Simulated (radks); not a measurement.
Effect of the nuclear size on the technetium ion Tc2+, [Kr] 4d5. All-electron calculation, Dirac Kohn-Sham, exchange-only LDA, spin-unpolarised, spherical densities, finite nucleus; open shells are shared between the two j in proportion to 2j + 1; Fermi nuclear charge, rms radius 4.4112 fm. Program: a radial shooting solver on a logarithmic mesh with Libxc functionals. The rms radius is varied about that value; shifts are against it.

| rms radius (fm) | total energy shift (eV) | density at nucleus (e/bohr^3) | 1s1/2 shift (meV) | 2s1/2 shift (meV) | 4s1/2 shift (meV) | 4p1/2 shift (meV) | 5s1/2 (empty) shift (meV) |
|---|---|---|---|---|---|---|---|
| 3.6304 | -0.541 | 1.019e+05 | -229 | -24.7 | -0.775 | 0.042 | -0.106 |
| 4.0318 | -0.275 | 1.007e+05 | -116 | -12.5 | -0.393 | 0.022 | -0.054 |
| 4.4112 | 0 | 9.97e+04 | 0.000 | 0.000 | 0.000 | 0.000 | 0.000 |
| 4.7288 | 0.247 | 9.892e+04 | 104 | 11.3 | 0.353 | -0.019 | 0.048 |
| 5.2802 | 0.711 | 9.769e+04 | 300 | 32.4 | 1.02 | -0.056 | 0.139 |

Slopes of the eigenvalues against <r^2> in GHz/fm^2, as finite differences over the two radii next to the reference (eigenvalue slopes, not the field-shift constants of lines): 1s1/2 8720, 2s1/2 942, 4s1/2 29.6, 4p1/2 -1.62, 5s1/2 (empty) 4.04.
